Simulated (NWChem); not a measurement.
All runs are NWChem calculations. System: H$_{4}$BP, charge 0, spin multiplicity 1, at a geometry optimised with PBE0/def2-SVP. The structure started from a generated list of species. Level: G0W0@PBE0/def2-TZVPP, RI basis def2-tzvpp-rifit.

The NWChem input:

```
start mol
memory heap 200 mb stack 700 mb global 1700 mb
geometry units angstroms nocenter noautoz
  B      1.268860     0.282261     0.000000
  H      1.834188     0.471989     1.048944
  H      1.834188     0.471989    -1.048944
  P     -0.559350    -0.036799     0.000000
  H     -0.811212    -0.901650     1.094219
  H     -0.811212    -0.901650    -1.094219
  symmetry group Cs
end
basis spherical
  * library def2-tzvpp
end
basis "ri basis" bse spherical
  * library def2-tzvpp-rifit
end
dft
  xc pbe0
  iterations 100
  direct
  tolerances tight
end
task dft energy
gw
  states alpha occ 4 vir 2
end
task dft gw
```

Output (cleaned and shortened):

```
             Northwest Computational Chemistry Package (NWChem) 7.3.0
             --------------------------------------------------------

                                NWChem Input Module
                                -------------------

 Scaling coordinates for geometry "geometry" by  1.889725989
 (inverse scale =  0.529177249)

 Turning off AUTOSYM since
 SYMMETRY directive was detected!

                             Geometry "geometry" -> ""
                             -------------------------

 Output coordinates in angstroms (scale by  1.889725989 to convert to a.u.)

  No.       Tag          Charge          X              Y              Z
 ---- ---------------- ---------- -------------- -------------- --------------
    1 B                    5.0000     1.26886000     0.28226100     0.00000000
    2 H                    1.0000     1.83418800     0.47198900     1.04894400
    3 H                    1.0000     1.83418800     0.47198900    -1.04894400
    4 P                   15.0000    -0.55935000    -0.03679900     0.00000000
    5 H                    1.0000    -0.81121200    -0.90165000     1.09421900
    6 H                    1.0000    -0.81121200    -0.90165000    -1.09421900

 Effective nuclear repulsion energy (a.u.)      46.0834818882

            Nuclear Dipole moment (a.u.)
            ----------------------------
        X                 Y               Z
 ---------------- ---------------- ----------------
     0.0000037795    -0.0000037795     0.0000000000

      Symmetry information
      --------------------

 Group name             Cs
 Group number              2
 Group order               2
 No. of unique centers     4

      Symmetry unique atoms

     1    2    4    5


 Summary of "ao basis" -> "" (spherical)
 ------------------------------------------------------------------------------
       Tag                 Description            Shells   Functions and Types
 ---------------- ------------------------------  ------  ---------------------
 *                         def2-tzvpp                 on all atoms

 new library libraries.bse/

 Summary of "ri basis" -> "" (spherical)
 ------------------------------------------------------------------------------
       Tag                 Description            Shells   Functions and Types
 ---------------- ------------------------------  ------  ---------------------
 *                      def2-tzvpp-rifit              on all atoms

                                 NWChem DFT Module
                                 -----------------

 Summary of "ao basis" -> "ao basis" (spherical)
 ------------------------------------------------------------------------------
       Tag                 Description            Shells   Functions and Types
 ---------------- ------------------------------  ------  ---------------------
 B                         def2-tzvpp               11       31   5s3p2d1f
 H                         def2-tzvpp                6       14   3s2p1d
 P                         def2-tzvpp               14       42   5s5p3d1f

 Summary of "ao basis" -> "ao basis" (spherical)
 ------------------------------------------------------------------------------
       Tag                 Description            Shells   Functions and Types
 ---------------- ------------------------------  ------  ---------------------
 B                         def2-tzvpp               11       31   5s3p2d1f
 H                         def2-tzvpp                6       14   3s2p1d
 P                         def2-tzvpp               14       42   5s5p3d1f

      Symmetry analysis of basis
      --------------------------

        a'         77
        a"         52

            General Information
            -------------------
          SCF calculation type: DFT
          Wavefunction type:  closed shell.
          No. of atoms     :     6
          No. of electrons :    24
           Alpha electrons :    12
            Beta electrons :    12
          Charge           :     0
          Spin multiplicity:     1
          Use of symmetry is: on ; symmetry adaption is: on
          Maximum number of iterations: 100
          This is a Direct SCF calculation.
          AO basis - number of functions:   129
                     number of shells:    49
          Convergence on energy requested:  1.00D-06
          Convergence on density requested:  1.00D-05
          Convergence on gradient requested:  5.00D-04

              XC Information
              --------------
                         PBE0 Method XC Functional
                     Hartree-Fock (Exact) Exchange  0.250
          PerdewBurkeErnzerhof Exchange Functional  0.750
            Perdew 1991 LDA Correlation Functional  1.000 local
           PerdewBurkeErnz. Correlation Functional  1.000 non-local

             Grid Information
             ----------------
          Grid used for XC integration:  medium
          Radial quadrature: Mura-Knowles
          Angular quadrature: Lebedev.
          Tag              B.-S. Rad. Rad. Pts. Rad. Cut. Ang. Pts.
          ---              ---------- --------- --------- ---------
          B                   0.85       49          10.0       434
          H                   0.35       45          11.0       434
          P                   1.00       88           9.0       590
          Grid pruning is: on
          Number of quadrature shells:   227
          Spatial weights used:  Erf1

          Convergence Information
          -----------------------
          Convergence aids based upon iterative change in
          total energy or number of iterations.
[...]
      -------------------------------------

 Sum of atomic energies:        -367.18506396

      Non-variational initial energy
      ------------------------------

 Total energy =    -367.856188
 1-e energy   =    -596.863982
 2-e energy   =     182.924312
 HOMO         =      -0.288931
 LUMO         =      -0.040603

      Symmetry analysis of molecular orbitals - initial
      -------------------------------------------------

  Numbering of irreducible representations:

     1 a'          2 a"

  Orbital symmetries:

     1 a'          2 a'          3 a'          4 a'          5 a"
     6 a'          7 a'          8 a'          9 a"         10 a'
    11 a"         12 a'         13 a'         14 a"         15 a'
    16 a'         17 a'         18 a"         19 a'         20 a'
    21 a"         22 a'

   convergence    iter        energy       DeltaE   RMS-Dens  Diis-err    time
 ---------------- ----- ----------------- --------- --------- ---------  ------
 d= 0,ls=0.0,diis     1   -368.4003069454 -4.14D+02  2.66D-03  3.31D-01     0.9
 d= 0,ls=0.0,diis     2   -368.4205280803 -2.02D-02  9.35D-04  1.24D-02     1.6
 d= 0,ls=0.0,diis     3   -368.4214327838 -9.05D-04  4.34D-04  6.88D-03     2.3
 d= 0,ls=0.0,diis     4   -368.4224667206 -1.03D-03  1.14D-04  4.75D-04     3.0
 d= 0,ls=0.0,diis     5   -368.4225464524 -7.97D-05  2.08D-05  1.67D-05     3.7
 d= 0,ls=0.0,diis     6   -368.4225484239 -1.97D-06  3.50D-06  4.46D-07     4.3
 d= 0,ls=0.0,diis     7   -368.4225484692 -4.53D-08  9.16D-07  1.62D-08     5.0

         Total DFT energy =     -368.422548469216
      One electron energy =     -598.823516416046
           Coulomb energy =      212.893536279809
    Exchange-Corr. energy =      -28.576050221190
 Nuclear repulsion energy =       46.083481888211

 Numeric. integr. density =       23.999995988632

     Total iterative time =      4.8s

                  Occupations of the irreducible representations
                  ----------------------------------------------

                     irrep           alpha         beta
                     --------     --------     --------
                     a'                9.0          9.0
                     a"                3.0          3.0

                       DFT Final Molecular Orbital Analysis
                       ------------------------------------

 Vector   10  Occ=2.000000D+00  E=-3.608660D-01  Symmetry=a'
              MO Center=  4.2D-01,  7.2D-02,  2.2D-15, r^2= 2.6D+00
   Bfn.  Coefficient  Atom+Function         Bfn.  Coefficient  Atom+Function
  ----- ------------  ---------------      ----- ------------  ---------------
     6      0.257828  1 B  px                75     -0.230679  4 P  py
    74     -0.225646  4 P  px                 9      0.165378  1 B  px
    63     -0.154167  4 P  s                 64     -0.139487  4 P  s
   103      0.118779  5 H  s                117      0.118779  6 H  s
    33      0.110329  2 H  s                 47      0.110329  3 H  s

 Vector   11  Occ=2.000000D+00  E=-3.553527D-01  Symmetry=a"
              MO Center=  1.1D+00,  1.9D-01, -1.0D-14, r^2= 2.8D+00
   Bfn.  Coefficient  Atom+Function         Bfn.  Coefficient  Atom+Function
  ----- ------------  ---------------      ----- ------------  ---------------
     8      0.285138  1 B  pz                11      0.206246  1 B  pz
    33      0.194377  2 H  s                 47     -0.194377  3 H  s
    32      0.133030  2 H  s                 46     -0.133030  3 H  s
    76     -0.124517  4 P  pz                34      0.117449  2 H  s
    48     -0.117449  3 H  s                103     -0.111237  5 H  s

 Vector   12  Occ=2.000000D+00  E=-2.763455D-01  Symmetry=a'
              MO Center= -3.8D-01,  1.3D-01, -7.7D-16, r^2= 2.2D+00
   Bfn.  Coefficient  Atom+Function         Bfn.  Coefficient  Atom+Function
  ----- ------------  ---------------      ----- ------------  ---------------
    74      0.307720  4 P  px                75     -0.298531  4 P  py
    77      0.222779  4 P  px                78     -0.203879  4 P  py
    63     -0.191598  4 P  s                 64     -0.182321  4 P  s
     7     -0.139254  1 B  py                72     -0.127826  4 P  py
    71      0.125563  4 P  px                62      0.117324  4 P  s

 Vector   13  Occ=0.000000D+00  E=-6.653662D-02  Symmetry=a'
              MO Center=  8.3D-01,  1.8D-01, -1.6D-15, r^2= 3.2D+00
   Bfn.  Coefficient  Atom+Function         Bfn.  Coefficient  Atom+Function
  ----- ------------  ---------------      ----- ------------  ---------------
    13      0.417814  1 B  py                10      0.338674  1 B  py
     7      0.327440  1 B  py                64     -0.278921  4 P  s
    77      0.234875  4 P  px               104      0.199795  5 H  s
   118      0.199795  6 H  s                  5     -0.137233  1 B  s
    78     -0.127177  4 P  py                74      0.121740  4 P  px

 Vector   14  Occ=0.000000D+00  E= 3.076246D-02  Symmetry=a"
              MO Center= -3.9D-01, -1.0D-01, -4.8D-13, r^2= 3.9D+00
   Bfn.  Coefficient  Atom+Function         Bfn.  Coefficient  Atom+Function
  ----- ------------  ---------------      ----- ------------  ---------------
    79      1.218306  4 P  pz               104     -1.060677  5 H  s
   118      1.060677  6 H  s                 76      0.349870  4 P  pz
    34     -0.281433  2 H  s                 48      0.281433  3 H  s
   103     -0.194273  5 H  s                117      0.194273  6 H  s
    73      0.134076  4 P  pz                33     -0.113256  2 H  s

 Vector   15  Occ=0.000000D+00  E= 3.368532D-02  Symmetry=a'
              MO Center= -2.6D-01, -4.8D-01,  5.1D-13, r^2= 5.8D+00
   Bfn.  Coefficient  Atom+Function         Bfn.  Coefficient  Atom+Function
  ----- ------------  ---------------      ----- ------------  ---------------
    64      2.311087  4 P  s                  5     -1.239321  1 B  s
   104     -0.902117  5 H  s                118     -0.902117  6 H  s
    78     -0.731640  4 P  py                 4      0.474572  1 B  s
    12      0.442593  1 B  px                 9      0.422539  1 B  px
    13      0.344768  1 B  py                75     -0.249607  4 P  py

 center of mass
 --------------
 x =  -0.05313967 y =   0.04524272 z =   0.00000000

 moments of inertia (a.u.)
 ------------------
          27.181339243215         -27.964275349896           0.000000000000
         -27.964275349896         143.264766386331           0.000000000000
           0.000000000000           0.000000000000         137.369801725446

     Multipole analysis of the density
     ---------------------------------

     L   x y z        total         alpha         beta         nuclear
     -   - - -        -----         -----         ----         -------
     0   0 0 0     -0.000000    -12.000000    -12.000000     24.000000

     1   1 0 0     -0.109342     -0.054673     -0.054673      0.000004
     1   0 1 0     -0.302796     -0.151396     -0.151396     -0.000004
     1   0 0 1     -0.000000     -0.000000     -0.000000      0.000000

     2   2 0 0    -17.275152    -45.754747    -45.754747     74.234342
     2   1 1 0      0.570848     -9.166813     -9.166813     18.904475
     2   1 0 1     -0.000000     -0.000000     -0.000000      0.000000
     2   0 2 0    -16.367758    -12.630143    -12.630143      8.892527
     2   0 1 1     -0.000000     -0.000000     -0.000000      0.000000
     2   0 0 2    -15.810097    -16.109922    -16.109922     16.409746

 Task  times  cpu:        5.0s     wall:        5.0s

                                NWChem Input Module
                                -------------------

                                 NWChem GW Module
                                 ----------------

                             ***********************
                             ***        GW       ***
                             ***********************

 Summary of "ri basis" -> "ri basis" (spherical)
 ------------------------------------------------------------------------------
       Tag                 Description            Shells   Functions and Types
 ---------------- ------------------------------  ------  ---------------------
 B                      def2-tzvpp-rifit            22       76   8s6p4d3f1g
 H                      def2-tzvpp-rifit            10       30   4s3p2d1f
 P                      def2-tzvpp-rifit            33      123   11s8p7d5f2g

                 Memory Information
                 ------------------
          Available GA per process is          1699.9 MBs
          Available stack per process is        700.0 MBs
          Available heap per process is           0.0 MBs

          Peak memory in Initialization
              Peak GA per process is                  5.3 MBs
              Peak stack per process is               0.2 MBs
              Peak heap per process is                5.6 MBs
              Memory not in MA per process            0.0 MBs

          Peak memory in AFF Calculation
              Peak GA per process is                 22.8 MBs
              Peak stack per process is              15.0 MBs
              Peak heap per process is                0.0 MBs
              Memory not in MA per process           15.0 MBs

          Computing 2-center integrals
          Computing Inverse Cholesky factor
          Computing 3-center integrals
          Computing V_xc ...

          Computing Sigma_x
          Computing RPA polarizability
          Solving quasiparticle equations

                  Alpha Orbitals
          State     Energy (eV)     Error (eV)
          -----------------------------------
@GW         9        -13.961           0.002
@GW        10        -12.135           0.002
@GW        11        -12.260           0.002
@GW        12         -9.612           0.005
@GW        13          0.138           0.004
@GW        14          2.855           0.004

   Applying  -2.0926 eV scissor-shift to rest of particle states

   Applying   1.9486 eV scissor-shift to rest of hole states

     GW Timing Statistics
   ------------------------
   Init.   :          0.0s
     ERIs  :          0.5s
     Distr.:          0.0s
     Vxc   :          0.6s
   Sigma_x :          0.0s
   RPA     :          0.3s
   Wmn     :          0.0s
   Sigma_c :          0.0s
   GW total:          1.4s

 Task  times  cpu:        1.4s     wall:        1.4s

 Total times  cpu:        6.5s     wall:        6.5s
```
